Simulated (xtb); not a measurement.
C₄H₉, charge -1, singlet, at a GFN2-xTB geometry, atoms displaced at random by about 0.02 Å a coordinate; GFN2-xTB (xtb).

xtb was given this input:
```
$ xtb mol.xyz --gfn 2 --chrg -1 --opt extreme --json

# file mol.xyz
13

C      0.68478353     1.78749486    -0.00012396
C      0.77869894     0.27770849    -0.08899514
C     -0.62863372    -0.25995483    -0.00846889
C     -0.68022795    -1.82155980    -0.03222873
H      1.73020329     2.22597271     0.03972572
H     -1.66245676    -2.22707246    -0.00143134
H      0.14160641     2.25684186     0.82452538
H      0.22875462     2.17342389    -0.93727134
H     -0.14489786    -2.17340330     0.86049815
H     -0.14943607    -2.18034549    -0.84683384
H      1.27618924    -0.03392292     0.90095302
H     -1.19076358     0.07982918    -0.89450449
H     -1.23285562     0.06416542     0.91497265
```

Q: Predict the main parts of the log of this xtb run.

A: 
```
   ID    Z sym.   atoms
    1    6 C      1-4
    2    1 H      5-13

           -------------------------------------------------
          |                Calculation Setup                |
           -------------------------------------------------

           -------------------------------------------------
          |                 G F N 2 - x T B                 |
           -------------------------------------------------

          ...................................................
          :                      SETUP                      :
          :.................................................:
          :  # basis functions                  25          :
          :  # atomic orbitals                  25          :
          :  # shells                           17          :
          :  # electrons                        26          :
          :  max. iterations                   250          :
          :  Hamiltonian                  GFN2-xTB          :
          :  restarted?                      false          :
          :  GBSA solvation                  false          :
          :  PC potential                    false          :
          :  electronic temp.          300.0000000     K    :
          :  accuracy                    1.0000000          :
          :  -> integral cutoff          0.2500000E+02      :
          :  -> integral neglect         0.1000000E-07      :
          :  -> SCF convergence          0.1000000E-05 Eh   :
          :  -> wf. convergence          0.1000000E-03 e    :
          :  Broyden damping             0.4000000          :
          :  net charge                         -1          :
          :  unpaired electrons                  0          :
          ...................................................

 iter      E             dE          RMSdq      gap      omega  full diag
   1    -13.3031885 -0.133032E+02  0.379E+00    9.92       0.0  T
   2    -13.4051203 -0.101932E+00  0.198E+00    8.19       1.0  T
   3    -13.4068741 -0.175372E-02  0.113E+00    8.40       1.0  T
   4    -13.4070534 -0.179358E-03  0.197E-01    8.35       1.0  T
   5    -13.4071120 -0.585523E-04  0.760E-02    8.36       1.0  T
   6    -13.4071144 -0.244603E-05  0.339E-02    8.36       1.0  T
   7    -13.4071151 -0.650823E-06  0.532E-03    8.36       5.2  T
   8    -13.4071151 -0.244843E-07  0.292E-03    8.36       9.5  T
   9    -13.4071151 -0.372272E-08  0.436E-04    8.36      63.6  T
[...]
         :: total energy             -13.224814412040 Eh    ::
 * total energy  :   -13.2248144 Eh     change       -0.9539036E-11 Eh
 * total energy  :   -13.2297434 Eh     change       -0.4929017E-02 Eh
 * total energy  :   -13.2303358 Eh     change       -0.5923344E-03 Eh
 * total energy  :   -13.2303827 Eh     change       -0.4693098E-04 Eh
 * total energy  :   -13.2303906 Eh     change       -0.7944362E-05 Eh
 * total energy  :   -13.2303923 Eh     change       -0.1647256E-05 Eh
 * total energy  :   -13.2303927 Eh     change       -0.4262183E-06 Eh
 * total energy  :   -13.2303929 Eh     change       -0.1638418E-06 Eh
 * total energy  :   -13.2303930 Eh     change       -0.1030500E-06 Eh
 * total energy  :   -13.2303931 Eh     change       -0.7473579E-07 Eh
 * total energy  :   -13.2303931 Eh     change       -0.3627993E-07 Eh
   *** GEOMETRY OPTIMIZATION CONVERGED AFTER 11 ITERATIONS ***
         :: total energy             -13.230393090513 Eh    ::
[...]
    11   1 H        0.916    -0.159     8.180     4.473
    12   1 H        0.923    -0.057     4.279     3.235
    13   1 H        0.917    -0.091     5.248     3.583

 Mol. C6AA /au·bohr⁶  :       1527.605966
 Mol. C8AA /au·bohr⁸  :      30170.261162
 Mol. α(0) /au        :         59.758713

Wiberg/Mayer (AO) data.
largest (>0.10) Wiberg bond orders for each atom

 ---------------------------------------------------------------------------
     #   Z sym  total        # sym  WBO       # sym  WBO       # sym  WBO
 ---------------------------------------------------------------------------
     1   6 C    3.939 --     2 C    0.997     5 H    0.986     8 H    0.983
                             7 H    0.955
     2   6 C    3.013 --     1 C    0.997     3 C    0.987    11 H    0.950
     3   6 C    3.933 --     4 C    1.007     2 C    0.987    12 H    0.975
                            13 H    0.947
     4   6 C    3.989 --     3 C    1.007    10 H    0.990     9 H    0.989
                             6 H    0.987
     5   1 H    0.996 --     1 C    0.986
     6   1 H    0.999 --     4 C    0.987
     7   1 H    0.991 --     1 C    0.955
     8   1 H    0.996 --     1 C    0.983
     9   1 H    1.000 --     4 C    0.989
    10   1 H    1.000 --     4 C    0.990
    11   1 H    0.975 --     2 C    0.950
    12   1 H    0.997 --     3 C    0.975
    13   1 H    0.992 --     3 C    0.947
 ---------------------------------------------------------------------------

Topologies differ in total number of bonds
Writing topology from bond orders to xtbtopo.mol

molecular dipole:
                 x           y           z       tot (Debye)
 q only:       -0.603      -0.808      -0.329
   full:       -1.098      -0.562       0.153       3.159
molecular quadrupole (traceless):
                xx          xy          yy          xz          yz          zz
 q only:       -0.050      -3.202      -3.386      -0.660      -0.155       3.436
  q+dip:       -1.335      -2.441      -2.059       0.689      -0.010       3.394
   full:       -1.321      -2.294      -1.615       0.938      -0.169       2.937

optimized geometry written to: xtbopt.xyz

           -------------------------------------------------
          | TOTAL ENERGY              -13.230393090513 Eh   |
          | GRADIENT NORM               0.000036898828 Eh/α |
          | HOMO-LUMO GAP               8.998663259618 eV   |
           -------------------------------------------------
```
